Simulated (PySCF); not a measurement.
## Property card for `FB(F)[BH2-][n+]1ccccc1`

C₅H₇B₂F₂N.
Geometry (PBE0-D3(BJ)/def2-SVP, Å), atoms numbered from 1 in this order:
```
atom  x, y, z in Å
F1     3.9752   -0.4151    0.6091
B2     2.6607   -0.5237    0.4418
F3     2.1259   -1.5582    1.1112
B4     1.7526    0.4898   -0.5745
N5     0.2087    0.2681   -0.2820
C6    -0.5343    1.2424    0.2634
C7    -1.8742    1.0601    0.5736
C8    -2.4696   -0.1693    0.3072
C9    -1.6909   -1.1759   -0.2601
C10   -0.3574   -0.9222   -0.5371
H11    1.9534    0.1416   -1.7352
H12    1.9937    1.6782   -0.4281
H13   -0.0098    2.1818    0.4421
H14   -2.4374    1.8825    1.0170
H15   -3.5232   -0.3415    0.5373
H16   -2.1071   -2.1582   -0.4879
H17    0.3026   -1.6733   -0.9723
```

Among its groups: three-coordinate boron.

**PBE0-D3(BJ)/def2-SVP geometry optimisation, gas phase (PySCF)**

```
Point group                  : C1
Rotational constants A, B, C : 3.187, 0.726, 0.656 GHz
```

wB97X-D/def2-SVPD ground state, ΔSCF and vertical TDDFT (core frozen in the response) (PySCF):

```
Dipole moment                                                     : 7.59 D
HOMO energy                                                       : -9.02 eV
LUMO energy                                                       : -0.49 eV
HOMO–LUMO gap                                                     : 8.53 eV
Lowest singlet excitation                                         : 4.73 eV (262 nm, f = 0.162)
Strongest line among the 10 lowest singlet transitions            : S1 at 4.73 eV (262 nm, f = 0.162)
Lowest triplet excitation (Tamm–Dancoff)                          : 3.84 eV
Static isotropic polarisability                                   : 95.2 au
Vertical ionisation energy                                        : 9.24 eV
Vertical electron affinity                                        : 0.43 eV
Electronic spatial extent ⟨r²⟩ about the centre of nuclear charge : 1647 bohr²
```

**KT2/pcSseg-1 ground state and GIAO shieldings, non-relativistic (PySCF)**

```
13C chemical shifts (computed TMS as zero) by class         : 142.1 (C6/C10), 129.4 (C8), 120.1 (C7/C9) ppm
1H chemical shifts (computed TMS as zero) by class          : 8.41 (H13/H17), 7.36 (H15), 7.01 (H14/H16), 3.15 (H11/H12) ppm
Isotropic shieldings of nuclei other than C and H, by class : 67 (B2), 120 (B4), -9 (N5), 214 (F1/F3) ppm
```

Monoisotopic mass from the formula: 141.0733 u.

The rotational constants make it an asymmetric top with κ = (2B − A − C)/(A − C) = -0.94, nearer the prolate limit (−1). S1 lies 3.80 eV below the HOMO–LUMO gap; its leading configuration is HOMO→LUMO, weight 0.97. In atomic units the dipole is 2.99 e·bohr (1 au = 2.5417 D). The principal polarisabilities are 67.4, 95.8 and 122.2 au; their mean is the isotropic value. With B = h/(8π²I), that is 505.379 GHz u Å² over I, the principal moments of inertia are 158.6, 695.9 and 769.8 u Å² (most abundant isotopes). From the two ΔSCF values, the fundamental gap I − A is 8.81 eV and the Mulliken electronegativity (I + A)/2 is 4.84 eV.

 NMR classes are plain means over equivalent atoms (diastereotopic ones count apart unless rotation or inversion swaps them), as if these changed places fast; in this geometry the members of some classes differ.

For the TDDFT job (wB97X-D/def2-SVPD), time: 11 min of wall time; peak memory 1.2 GiB. Hardware: an Arm Neoverse N1 with one thread, shared host.

One conformer stands for the species.
